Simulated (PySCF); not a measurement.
**YC: from constants to spectrum**

ROHF-CCSD(T) constants of YC, ⁴Π (quartet), unpaired electrons σ ↑↑, π ↑ (basis Y def2-TZVPP with ECP28, C def2-TZVPP; scalar-relativistic core potentials; PySCF 2.14; masses 88.9058 and 12.0000 u):

```
ωe                    : 696.3 cm⁻¹
ωexe                  : 3.36 cm⁻¹
Be                    : 0.3846 cm⁻¹
αe                    : 0.00212 cm⁻¹
De to Y (4d1 5s2) + C : 3.22 eV
```

(1) What force constant and bond length do these constants imply?

(2) Estimate the centrifugal constant D from the Kratzer relation and find the Dunham coefficient a1.

Correlated steps freeze 1 core orbital. These are scalar-relativistic numbers at best; spin–orbit coupling would shift them, the dissociation energy most. The CCSD T1 diagnostic is raised, a sign that a single reference may not be enough here. With d or f electrons several states lie close, and the lowest PBE0 determinant need not be the measured ground state.

Answers

(1) Reduced mass μred = 10.573 u; k = 5.8918×10⁻⁷·μred·ωe² (u, cm⁻¹, mdyn/Å) = 3.02 mdyn/Å; Re = √(16.8576/(μred·Be)) (u, cm⁻¹, Å) = 2.036 Å.

(2) D = 4Be³/ωe² = 4.69e-07 cm⁻¹; a1 = −1 − αeωe/(6Be²) = -2.66.
